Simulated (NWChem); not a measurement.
All runs are NWChem calculations. System: H4BFO, charge 0, spin multiplicity 1, at a geometry optimised with PBE/def2-SVP. The structure started from a generated list of species. Level: G0W0@PBE/def2-TZVPP, RI basis def2-tzvpp-rifit.

NWChem printed:

```
             Northwest Computational Chemistry Package (NWChem) 7.3.0
             --------------------------------------------------------

                                NWChem Input Module
                                -------------------

 Scaling coordinates for geometry "geometry" by  1.889725989
 (inverse scale =  0.529177249)

 Turning off AUTOSYM since
 SYMMETRY directive was detected!

                             Geometry "geometry" -> ""
                             -------------------------

 Output coordinates in angstroms (scale by  1.889725989 to convert to a.u.)

  No.       Tag          Charge          X              Y              Z
 ---- ---------------- ---------- -------------- -------------- --------------
    1 B                    5.0000    -0.23922200    -0.70169100     0.00000000
    2 H                    1.0000    -0.10632700    -1.30490500     1.06112100
    3 H                    1.0000    -0.10632700    -1.30490500    -1.06112100
    4 F                    9.0000    -1.20082500     0.29347200     0.00000000
    5 O                    8.0000     1.23379900     0.22878000     0.00000000
    6 H                    1.0000     1.17289700     0.82339100     0.77679500
    7 H                    1.0000     1.17289700     0.82339100    -0.77679500

 Effective nuclear repulsion energy (a.u.)      73.4199637284

            Nuclear Dipole moment (a.u.)
            ----------------------------
        X                 Y               Z
 ---------------- ---------------- ----------------
    -0.0000056692     0.0000094486     0.0000000000

      Symmetry information
      --------------------

 Group name             Cs
 Group number              2
 Group order               2
 No. of unique centers     5

      Symmetry unique atoms

     1    2    4    5    6


 Summary of "ao basis" -> "" (spherical)
 ------------------------------------------------------------------------------
       Tag                 Description            Shells   Functions and Types
 ---------------- ------------------------------  ------  ---------------------
 *                         def2-tzvpp                 on all atoms

 new library libraries.bse/

 Summary of "ri basis" -> "" (spherical)
 ------------------------------------------------------------------------------
       Tag                 Description            Shells   Functions and Types
 ---------------- ------------------------------  ------  ---------------------
 *                      def2-tzvpp-rifit              on all atoms

  pbe96 is a nonlocal functional; adding pw91lda local functional.

                                 NWChem DFT Module
                                 -----------------

 Summary of "ao basis" -> "ao basis" (spherical)
 ------------------------------------------------------------------------------
       Tag                 Description            Shells   Functions and Types
 ---------------- ------------------------------  ------  ---------------------
 B                         def2-tzvpp               11       31   5s3p2d1f
 H                         def2-tzvpp                6       14   3s2p1d
 F                         def2-tzvpp               11       31   5s3p2d1f
 O                         def2-tzvpp               11       31   5s3p2d1f

 Summary of "ao basis" -> "ao basis" (spherical)
 ------------------------------------------------------------------------------
       Tag                 Description            Shells   Functions and Types
 ---------------- ------------------------------  ------  ---------------------
 B                         def2-tzvpp               11       31   5s3p2d1f
 H                         def2-tzvpp                6       14   3s2p1d
 F                         def2-tzvpp               11       31   5s3p2d1f
 O                         def2-tzvpp               11       31   5s3p2d1f

      Symmetry analysis of basis
      --------------------------

        a'         91
        a"         58

            General Information
            -------------------
          SCF calculation type: DFT
          Wavefunction type:  closed shell.
          No. of atoms     :     7
          No. of electrons :    26
[...]
     7      0.187436  1 B  py                96      0.164530  5 O  px
    71      0.157500  4 F  px                97     -0.137735  5 O  py
    99      0.133271  5 O  px                 3     -0.116410  1 B  s
    33     -0.116266  2 H  s                 47     -0.116266  3 H  s

 Vector   12  Occ=2.000000D+00  E=-3.020193D-01  Symmetry=a'
              MO Center= -2.8D-01, -2.4D-01,  2.5D-14, r^2= 2.3D+00
   Bfn.  Coefficient  Atom+Function         Bfn.  Coefficient  Atom+Function
  ----- ------------  ---------------      ----- ------------  ---------------
    66      0.280744  4 F  py                96      0.234428  5 O  px
    69      0.221804  4 F  py                65      0.207395  4 F  px
    99      0.197590  5 O  px                68      0.166848  4 F  px
    72      0.158038  4 F  py               102      0.135061  5 O  px
    33      0.122849  2 H  s                 47      0.122849  3 H  s

 Vector   13  Occ=2.000000D+00  E=-2.395310D-01  Symmetry=a"
              MO Center= -3.9D-01, -7.5D-01, -3.8D-14, r^2= 2.1D+00
   Bfn.  Coefficient  Atom+Function         Bfn.  Coefficient  Atom+Function
  ----- ------------  ---------------      ----- ------------  ---------------
    67      0.287003  4 F  pz                 8     -0.248919  1 B  pz
    34     -0.225353  2 H  s                 48      0.225353  3 H  s
    70      0.225726  4 F  pz                33     -0.199604  2 H  s
    47      0.199604  3 H  s                 73      0.183608  4 F  pz
    11     -0.157277  1 B  pz                32     -0.134990  2 H  s

 Vector   14  Occ=0.000000D+00  E=-4.602172D-02  Symmetry=a'
              MO Center=  1.1D+00,  8.7D-01,  8.2D-16, r^2= 3.6D+00
   Bfn.  Coefficient  Atom+Function         Bfn.  Coefficient  Atom+Function
  ----- ------------  ---------------      ----- ------------  ---------------
    95      1.331982  5 O  s                124     -0.769335  6 H  s
   138     -0.769335  7 H  s                103      0.321472  5 O  py
   123     -0.317130  6 H  s                137     -0.317130  7 H  s
     4      0.210088  1 B  s                100      0.196047  5 O  py
    93      0.179490  5 O  s                 97      0.162778  5 O  py

 Vector   15  Occ=0.000000D+00  E= 2.227454D-02  Symmetry=a"
              MO Center=  1.0D+00,  9.3D-01, -8.3D-14, r^2= 3.9D+00
   Bfn.  Coefficient  Atom+Function         Bfn.  Coefficient  Atom+Function
  ----- ------------  ---------------      ----- ------------  ---------------
   124      1.253602  6 H  s                138     -1.253602  7 H  s
   104     -0.677414  5 O  pz                14      0.446977  1 B  pz
    34     -0.275397  2 H  s                 48      0.275397  3 H  s
    98     -0.274927  5 O  pz               123      0.268937  6 H  s
   137     -0.268937  7 H  s                101     -0.250063  5 O  pz

 Vector   16  Occ=0.000000D+00  E= 4.819109D-02  Symmetry=a'
              MO Center= -8.4D-01, -7.8D-01,  2.9D-14, r^2= 4.4D+00
   Bfn.  Coefficient  Atom+Function         Bfn.  Coefficient  Atom+Function
  ----- ------------  ---------------      ----- ------------  ---------------
     4      1.057143  1 B  s                 12      0.940451  1 B  px
     5     -0.644448  1 B  s                103      0.276346  5 O  py
     6      0.262255  1 B  px                10      0.206391  1 B  py
   124     -0.203505  6 H  s                138     -0.203505  7 H  s
    71     -0.193056  4 F  px                 9      0.153749  1 B  px

 center of mass
 --------------
 x =  -0.13457387 y =   0.02036184 z =   0.00000000

 moments of inertia (a.u.)
 ------------------
          57.754389108507          -6.900583723963           0.000000000000
          -6.900583723963         208.555735385436           0.000000000000
           0.000000000000           0.000000000000         241.413796685580

     Multipole analysis of the density
     ---------------------------------

     L   x y z        total         alpha         beta         nuclear
     -   - - -        -----         -----         ----         -------
     0   0 0 0      0.000000    -13.000000    -13.000000     26.000000

     1   1 0 0      1.141190      0.570598      0.570598     -0.000006
     1   0 1 0      1.082246      0.541118      0.541118      0.000009
     1   0 0 1      0.000000      0.000000      0.000000      0.000000

     2   2 0 0    -14.864065    -57.812657    -57.812657    100.761248
     2   1 1 0      2.690056     -2.466673     -2.466673      7.623402
     2   1 0 1      0.000000      0.000000      0.000000      0.000000
     2   0 2 0    -13.849419    -21.953901    -21.953901     30.058382
     2   0 1 1     -0.000000     -0.000000     -0.000000      0.000000
     2   0 0 2    -13.262060    -12.806787    -12.806787     12.351513

 Task  times  cpu:       22.1s     wall:       22.1s

                                NWChem Input Module
                                -------------------

                                 NWChem GW Module
                                 ----------------

                             ***********************
                             ***        GW       ***
                             ***********************

 Summary of "ri basis" -> "ri basis" (spherical)
 ------------------------------------------------------------------------------
       Tag                 Description            Shells   Functions and Types
 ---------------- ------------------------------  ------  ---------------------
 B                      def2-tzvpp-rifit            22       76   8s6p4d3f1g
 H                      def2-tzvpp-rifit            10       30   4s3p2d1f
 F                      def2-tzvpp-rifit            22       76   8s6p4d3f1g
 O                      def2-tzvpp-rifit            22       76   8s6p4d3f1g

                 Memory Information
                 ------------------
          Available GA per process is          1699.8 MBs
          Available stack per process is        700.0 MBs
          Available heap per process is           0.0 MBs

          Peak memory in Initialization
              Peak GA per process is                  7.1 MBs
              Peak stack per process is               0.3 MBs
              Peak heap per process is                7.4 MBs
              Memory not in MA per process            0.0 MBs

          Peak memory in AFF Calculation
              Peak GA per process is                 34.4 MBs
              Peak stack per process is              23.8 MBs
              Peak heap per process is                0.0 MBs
              Memory not in MA per process           23.8 MBs

          Computing 2-center integrals
          Computing Inverse Cholesky factor
          Computing 3-center integrals
          Computing V_xc ...

          Computing Sigma_x
          Computing RPA polarizability
          Solving quasiparticle equations

                  Alpha Orbitals
          State     Energy (eV)     Error (eV)
          -----------------------------------
@GW        10        -14.005           0.002
@GW        11        -13.471           0.003
@GW        12        -12.276           0.002
@GW        13        -10.617           0.003
@GW        14          1.576           0.002
@GW        15          3.438           0.002

   Applying  -4.0992 eV scissor-shift to rest of particle states

   Applying   2.8285 eV scissor-shift to rest of hole states

     GW Timing Statistics
   ------------------------
   Init.   :          0.1s
     ERIs  :          2.1s
     Distr.:          0.0s
     Vxc   :          0.4s
   Sigma_x :          0.0s
   RPA     :          1.6s
   Wmn     :          0.1s
   Sigma_c :          0.0s
   GW total:          4.4s

 Task  times  cpu:        4.4s     wall:        4.4s

 Total times  cpu:       26.6s     wall:       26.6s
```

Task: Write an NWChem input that would produce this output.

Result: This is not unique; one that fits is 
```
start mol
memory heap 200 mb stack 700 mb global 1700 mb
geometry units angstroms nocenter noautoz
  B     -0.239222    -0.701691     0.000000
  H     -0.106327    -1.304905     1.061121
  H     -0.106327    -1.304905    -1.061121
  F     -1.200825     0.293472     0.000000
  O      1.233799     0.228780     0.000000
  H      1.172897     0.823391     0.776795
  H      1.172897     0.823391    -0.776795
  symmetry group Cs
end
basis spherical
  * library def2-tzvpp
end
basis "ri basis" bse spherical
  * library def2-tzvpp-rifit
end
dft
  xc xpbe96 cpbe96
  iterations 100
  direct
  tolerances tight
end
task dft energy
gw
  states alpha occ 4 vir 2
end
task dft gw
```
